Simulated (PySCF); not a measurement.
**Computed spin Hamiltonian**

Compound: C₇H₁₁O (doublet state).
Numbering: `[CH2:1][C:2]1=[CH:3][C@:4]([CH3:5])([CH2:6][OH:7])[CH2:8]1` (hydrogens: H9, H10 on C1; H11 on C3; H12, H13, H14 on C5; H15, H16 on C6; H17 on O7; H18, H19 on C8)

Geometry (GFN2-xTB, Å), atoms numbered from 1 in this order:
```xyz
19
C7H11O angstrom
C      2.9182    0.4213    0.4411
C      1.6027    0.2544    0.1500
C      0.7373    0.7194   -0.8344
C     -0.4468   -0.0176   -0.2890
C     -1.0307   -1.0831   -1.2126
C     -1.5719    0.8872    0.2434
O     -2.5482    0.1753    0.9597
C      0.5071   -0.5486    0.8225
H      3.5473    1.0430   -0.1708
H      3.3684   -0.0641    1.2886
H      0.8530    1.3594   -1.6875
H     -0.2553   -1.7733   -1.5361
H     -1.4672   -0.6125   -2.0908
H     -1.8106   -1.6362   -0.6941
H     -1.1338    1.6813    0.8664
H     -2.0984    1.3546   -0.5918
H     -2.1117   -0.3016    1.6752
H      0.2701   -0.2237    1.8359
H      0.6607   -1.6260    0.8167
```

The hyperfine couplings belong to this conformer and change with its torsions.

Computed with UKS B3LYP, pcH-1 on C H O, non-relativistic, mean-field spin-orbit, GIAO (PySCF 2.14.0). One conformer (not necessarily the lowest) at the GFN2-xTB geometry, without solvent, vibrations or thermal averaging. A GFN2-xTB geometry isn't a minimum of the functional, and hyperfine couplings can be far from their values at a DFT geometry. No stability test was run, so a lower SCF solution isn't excluded. ⟨S²⟩ is 0.776 where a pure state has 0.75.

```
g1, g2, g3                      : 2.00216, 2.00266, 2.00280
g_iso                           : 2.00254
Form of g                       : rhombic: the two nearest values differ by 22 % of g3 − g1
⟨S²⟩                            : 0.7758 (exact 0.7500)
α and β electrons               : 31, 30
HOMO–LUMO gap, α and β orbitals : 6.25, 5.00 eV
```

Isotropic coupling and dipolar principal values T1 to T3, in mT (MHz turned into mT with g_iso):

```
atom  isotope  a_iso     T1     T2    T3  Mulliken spin population
  C1      13C   1.80  -1.74  -1.69  3.44                      0.66
  C2      13C  -1.75  -1.01   0.35  0.66                     -0.26
  C3      13C   2.21  -1.90  -1.82  3.72                      0.67
  C4      13C  -0.77  -0.07   0.03  0.04                     -0.04
  C5      13C   1.21  -0.11  -0.10  0.21                      0.02
  C6      13C   1.52  -0.10  -0.10  0.20                      0.03
  O7      17O   0.01  -0.12   0.06  0.06                      0.01
  C8      13C   0.26  -0.04  -0.01  0.05                      0.02
  H9       1H  -1.36  -0.75  -0.04  0.80                     -0.03
 H10       1H  -1.42  -0.84  -0.01  0.86                     -0.03
 H11       1H  -1.46  -0.84  -0.04  0.88                     -0.03
 H12       1H  -0.07  -0.12  -0.04  0.17                      0.00
 H13       1H  -0.08  -0.10  -0.06  0.15                      0.00
 H14       1H   0.30  -0.07  -0.03  0.11                      0.00
 H15       1H  -0.08  -0.13  -0.04  0.17                      0.00
 H16       1H  -0.07  -0.08  -0.05  0.14                      0.00
 H17       1H   0.00  -0.05  -0.01  0.07                      0.00
 H18       1H  -0.54  -0.08  -0.02  0.10                     -0.01
 H19       1H  -0.56  -0.08  -0.02  0.10                     -0.01
```

The largest Mulliken spin populations are on C3 (+0.67), C1 (+0.66) and C2 (-0.26). The positive populations add up to 1.40 and the negative ones to -0.40, together 2S = 1. The angles at C3 add up to 360.0°, so it is planar; its axial dipolar tensor and the negative coupling of its proton fit spin in a p orbital normal to that plane.

Axes: g2 points within 15° of the C3–H11 bond and g3 points within 14° of the C1–C2 bond.

Under fast tumbling the dipolar parts average out, and these isotropic splittings remain (the largest six): 1 × 1H (H11, I = 1/2, 2 lines) with 1.46 mT, 1 × 1H (H10, I = 1/2, 2 lines) with 1.42 mT, 1 × 1H (H9, I = 1/2, 2 lines) with 1.36 mT, 1 × 1H (H19, I = 1/2, 2 lines) with 0.56 mT, 1 × 1H (H18, I = 1/2, 2 lines) with 0.54 mT and 1 × 1H (H15, I = 1/2, 2 lines) with 0.08 mT.

Class means assume fast exchange of nuclei equivalent by connectivity; if that motion is slow, each nucleus keeps its own coupling. H9 and H10 aren't averaged: C1 is flat or nearly so (angle sum 360°), and its turn about the short C1–C2 bond (1.36 Å) is taken as slow. The three 1H nuclei of mean +1.4 MHz run from -2.2 to 8.4 MHz in the frozen geometry.

The 13C coupling of C3 (61.9 MHz) shows only in satellite lines or after enrichment, since that isotope makes up about 1.07 % of natural carbon.

Examples of negative spin density at the nucleus (bohr⁻³): C2 (-0.0437), C4 (-0.0193) and H11 (-0.0092).

The run took 77 s wall (with the writing of density and orbital grids) on an Arm Neoverse V2 with one thread, shared host, and the process peaked at 1.1 GiB of memory.
